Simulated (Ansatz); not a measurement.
Worked example: the barrier

An elementary step of BSiH7O2, closed shell (BH₃O₂ ([OH][BH][OH]) + SiH₄ → BSiH₅O₂ ([OH][B]([OH])[SiH3]) + H₂; bonds formed: B1–Si6, H2–H5; bonds broken: B1–H2, H5–Si6). “Start” is the structure reached by relaxing down from the saddle towards the reactants; PBE0-D4/def2-TZVP structures. The saddle:

B1  (-0.194, 0.700, -0.072)
H2  (0.980, 1.435, -0.009)
O3  (-0.773, 0.838, -1.337)
O4  (-0.948, 0.993, 1.081)
H5  (1.058, 0.406, -0.024)
Si6  (0.388, -1.433, -0.046)
H7  (-1.309, 1.633, -1.384)
H8  (-0.436, 1.200, 1.863)
H9  (1.168, -1.942, -1.206)
H10  (-0.996, -1.968, -0.078)
H11  (1.062, -1.863, 1.213)
(Å)

Program: Ansatz 0.2.0. Basis: def2-TZVPP and def2-QZVPP. Cores are frozen in the correlated methods.

Energies in eV:

| quantity | saddle | start |
| --- | --- | --- |
| Hartree–Fock, triple zeta (X = 3) | -12720.59537 | -12724.13787 |
| Hartree–Fock, quadruple zeta (X = 4) | -12721.08078 | -12724.62926 |
| MP2 correlation, X = 3 | -20.71722 | -19.87039 |
| MP2 correlation, X = 4 | -22.26645 | -21.39565 |
| CCSD(T) correlation, X = 3 | -22.51655 | -21.69598 |

Q: Work out the barrier at the basis limit: extrapolate Hartree–Fock as E(X) = E∞ + A exp(−7.88 √X) and the MP2 correlation as E(X) = E∞ + B X^−2.97 (the exponents that Neese and Valeev fitted for def2-TZVPP and QZVPP), then add CCSD(T) − MP2 in triple zeta.

A: Each step is linear, so take the differences first (saddle − start): Hartree–Fock 3.54250 (X = 3) and 3.54848 (X = 4); MP2 correlation -0.84683 and -0.87080; CCSD(T) correlation -0.82057.
Two points give E∞ = E(4) + w [E(4) − E(3)], with w = 1/(exp(7.88 (2 − √3)) − 1) = 0.1377 for Hartree–Fock and w = 1/((4/3)^2.97 − 1) = 0.7407 for the correlation.
Hartree–Fock: 3.54848 + 0.1377 × 0.00598 = 3.5493 eV.
MP2 correlation: -0.87080 + 0.7407 × (-0.02397) = -0.8886 eV.
CCSD(T) − MP2: -0.82057 − (-0.84683) = 0.0263 eV.
Sum: 3.5493 + (-0.8886) + 0.0263 = 2.6870 eV, or 61.96 kcal/mol. Plain CCSD(T) in triple zeta gives 2.7219 eV, so the larger basis shifts the result by -0.0349 eV.

T1 diagnostic: at most 0.014.

Labels in which every atom is bracketed show which atoms are joined, not bond orders.

For scale, one of the runs: CCSD(T)/def2-TZVPP, 233 basis functions, launched by `ansatz run in.yaml --threads 4 --pin off --events-out ev --progress --plain --max-ram 9574MiB`. Hardware: 4 CPU threads of an Intel Xeon, shared host. Wall time 110 s; peak host memory 4.2 GiB.
